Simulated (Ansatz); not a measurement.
C₈H₁₈F₂Sn (`CC(C)[CH2][Sn]([F])([F])[CH2]C(C)C`). Charge 0, multiplicity 1. Sn takes the def2 core potential. All single points use the PBE0-D4/def2-TZVP geometry. It is one conformer, not always the lowest.

```xyz
29

C     0.211   -2.302    0.426
C     1.663   -1.910    0.662
C     2.193   -2.548    1.940
C     1.835   -0.395    0.721
Sn    1.224    0.592   -1.068
F     1.947   -0.490   -2.493
F     2.287    2.196   -1.184
C    -0.751    1.111   -1.679
C    -1.727    1.330   -0.526
C    -1.261    2.446    0.397
C    -3.121    1.625   -1.067
H     0.090   -3.387    0.425
H    -0.435   -1.895    1.210
H    -0.160   -1.940   -0.539
H     2.256   -2.288   -0.179
H     1.622   -2.206    2.809
H     2.115   -3.638    1.897
H     3.241   -2.292    2.107
H     2.880   -0.110    0.867
H     1.263    0.030    1.552
H    -0.648    2.018   -2.282
H    -1.083    0.310   -2.345
H    -1.787    0.403    0.060
H    -1.972    2.608    1.211
H    -1.158    3.386   -0.152
H    -0.289    2.230    0.854
H    -3.476    0.818   -1.711
H    -3.841    1.752   -0.254
H    -3.116    2.547   -1.657
```

(1) What is the dipole moment at r2SCAN/def2-TZVPP? (Best estimate.)

(2) And with PBE, B3LYP, ωB97M-V? (Best estimate.)

(3) Give the Mulliken charges with r2SCAN, PBE, B3LYP in def2-TZVPP. (Best estimate.)

Answers

(1) The calculation gave: 4.77 D, with components (-3.49, -1.29, 2.99) D in this frame, pointing from negative to positive charge.

(2) Computed: PBE 4.65 D, B3LYP 4.82 D, ωB97M-V 4.78 D.

(3) The calculation gave: 
```csv
atom,r2SCAN,PBE,B3LYP
C1,-0.19,-0.26,-0.28
C2,0.18,0.07,0.08
C3,-0.17,-0.26,-0.26
C4,-0.41,-0.43,-0.46
Sn5,1.21,1.16,1.30
F6,-0.50,-0.46,-0.51
F7,-0.49,-0.45,-0.50
C8,-0.40,-0.42,-0.45
C9,0.16,0.05,0.04
C10,-0.16,-0.23,-0.24
C11,-0.17,-0.25,-0.26
H12,0.05,0.08,0.09
H13,0.05,0.07,0.07
H14,0.04,0.07,0.08
H15,0.01,0.07,0.07
H16,0.04,0.07,0.07
H17,0.05,0.08,0.08
H18,0.05,0.08,0.09
H19,0.11,0.13,0.13
H20,0.08,0.10,0.11
H21,0.10,0.12,0.12
H22,0.11,0.13,0.13
H23,-0.02,0.04,0.04
H24,0.05,0.08,0.08
H25,0.06,0.08,0.09
H26,0.03,0.07,0.07
H27,0.05,0.08,0.08
H28,0.05,0.08,0.08
H29,0.05,0.08,0.08
```

B3LYP here is the variant with VWN-RPA as its local correlation; programs differ in this.
